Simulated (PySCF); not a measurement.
**A ladder for the ionisation energy of F⁺**

F⁺ [He] 2s2 2p4 (3P) → F²⁺ [He] 2s2 2p3 (4S). Scalar values calculated with PySCF 2.14 in aug-cc-pVQZ-DK (spin-free X2C; valence: 1s2 frozen). The spin-orbit shift comes from two-component X2C-1e calculations (generalised Hartree-Fock, GHF, and MP2 on its spinors, GMP2) in x2c-QZVPPall-2c: GMP2 gives 34.727 eV without and 34.749 eV with screened spin-orbit coupling, a shift of 0.022 eV (GHF: 0.021 eV). Sums use unrounded values; where a UHF row is shifted, it takes the GHF shift.

```
           method  scalar (eV)
              UHF       33.381
              LDA       35.267
              PBE       35.415
             PBE0       35.244
           r2SCAN       35.103
        BHandHLYP       35.182
            HSE06       35.284
        CAM-B3LYP       35.484
             MN15       35.356
    MP2 (valence)       34.741
SCS-MP2 (valence)       34.876
   CCSD (valence)       34.775
CCSD(T) (valence)       34.806
```

Form a composite estimate from CCSD(T) (valence) and the spin-orbit shift, and compare it with the reference, 34.971 eV (measured; NIST Atomic Spectra Database, ionization energies).

34.806 + (0.022) = 34.827 eV, an error of -0.143 eV.

The errors of the correlated levels include the incompleteness of the basis and the frozen core, so a lower level can come closer by cancellation.
